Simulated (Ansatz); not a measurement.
C3H7Br can be A, `CCCBr`, or B, `CC(C)Br`.

Calculated with Ansatz (gas phase, PBE0-D4/def2-TZVP geometries, no zero-point term in ΔE). CBS: MP2 limit from def2 TZ/QZ plus the TZ coupled-cluster correction, frozen cores. Functionals use def2-TZVPP. B3LYP here is the variant with VWN-RPA as its local correlation; programs differ in this. For Br outer-core shells are correlated without core-valence functions, which leaves a few kJ/mol of doubt a bond. Scalar relativity is left out up to krypton. Each species was taken in one conformer, which may not be the lowest.

(1) Which isomer does CCSD(T)/CBS put lower? Give the gap. (An estimate is asked.)

(2) Give E(B) − E(A) in kJ/mol with B2PLYP, CCSD(T)/def2-SVP, ωB97M-V, BLYP-D4, B3LYP, B3LYP-D4, MP2/def2-TZVPP. (An estimate is asked.)

(3) Does the order hold for the free energy at 298.15 K (harmonic terms from PBE0-D4)? (Best estimate.)

Largest T1 diagnostic: 0.008.

Results:

(1) The calculation gave: B, by 11.0 kJ/mol.

(2) Ansatz gave: B2PLYP -8.8, CCSD(T)/def2-SVP -11.3, ωB97M-V -10.0, BLYP-D4 -10.8, B3LYP -7.1, B3LYP-D4 -9.9, MP2/def2-TZVPP -11.8. None reverses the order clearly.

(3) The calculation gave: Yes: G(B) − G(A) = -11.1 kJ/mol, for one conformer each.

Leaving LDA and LC-ωPBE aside and taking each functional with its dispersion term where it has one, the values, not all of them listed here, spread over 2.5 kJ/mol, from B97M-V to B2PLYP. LDA lies −4.2 kJ/mol from PBE without D4. In def2-TZVPP, CCSD(T) changes the Hartree–Fock value by −4.8 kJ/mol (the triples alone add −1.1 kJ/mol) and MP2 by −6.6 kJ/mol.
